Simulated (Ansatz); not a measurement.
`C=C[Si](O)(O)O` + `C=CCS[SiH3]` → `C=C[Si](O)(O)C=C` + `OCS[SiH3]`  (redistribution)

Calculated with Ansatz (gas phase, PBE0-D4/def2-TZVP geometries, no zero-point term in ΔE). CCSD(T)/CBS adds triple-zeta CCSD(T) − MP2 to the extrapolated MP2 energy (def2 sets, frozen cores). Each species was taken in one conformer, which may not be the lowest.

```csv
level,ΔE (kJ/mol)
HF/def2-TZVPP,178.0
CCSD/def2-TZVPP,174.0
```

Problem. What does CCSD(T)/CBS give? (Estimate.)

Solution. Computed: +173.6 kJ/mol. The listed levels differ from it by 4.4, 0.4 kJ/mol.

Largest T1 diagnostic among the species: 0.012.

From PBE to PBE0 (25 % exact exchange), in def2-TZVPP and without D4, ΔE moves by +8.7 kJ/mol.
